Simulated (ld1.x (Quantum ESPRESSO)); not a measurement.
The numbers below are computed, except where a source is named.
# Potentials for boron (B) compared

Generated with ld1.x 7.5 (TM, RRKJ, ultrasoft, PAW), atompaw 4.2 or ONCVPSP 4.0.1. The cutoff is in Ry: for ld1.x and atompaw files where the sum of valence levels is converged to 10 mRy in a Bessel basis, for ONCV files where the hardest occupied wave has 1 mHa per electron of residual kinetic energy. The error is the largest all-electron minus pseudo excitation energy over each file’s own four to seven test configurations (ionisations up to +4, promotions, holes and added fractions of an electron), all of which were solved. The labels leave out finer settings (local radius, basis sizes, second energies), which also bear on the numbers. Spin-polarised tests are not counted. The rows are a selection from randomly drawn settings: files with unsolved tests, undetermined cutoffs or missed reference levels are left out.

| potential | cutoff (Ry) | largest error (meV) | bound ghosts |
| --- | --- | --- | --- |
| RRKJ, PW91, scalar-relativistic, rc 1.35/2.85 (sp), local s, core correction yes, reference 2s2 2p0.75 | 21 | +220 | none |
| ultrasoft, PBEsol, non-relativistic, rc 1.70/3.10 (sp), local smoothed, core correction yes, reference 2s2 2p1 | 6 | +51 | none |
| ultrasoft, PBE, non-relativistic, rc 1.15/3.80/3.65 (spd), local smoothed, core correction yes, reference 2s2 2p1 | 21 | -69 | none |

**Question.** Fill in the row for B: PAW, PBEsol, scalar-relativistic, rc 1.85/4.25 (sp), local smoothed, core correction yes, reference 2s2 2p1.

**Answer.** cutoff 6 Ry, largest error +35 meV, bound ghosts: none.

**Question.** Fill in the row for B: PAW, PBEsol, scalar-relativistic, rc 1.45/2.60 (sp), local smoothed, core correction yes, reference 2s1.5 2p1.5.

**Answer.** cutoff 8 Ry, largest error -5.6 meV, bound ghosts: none.
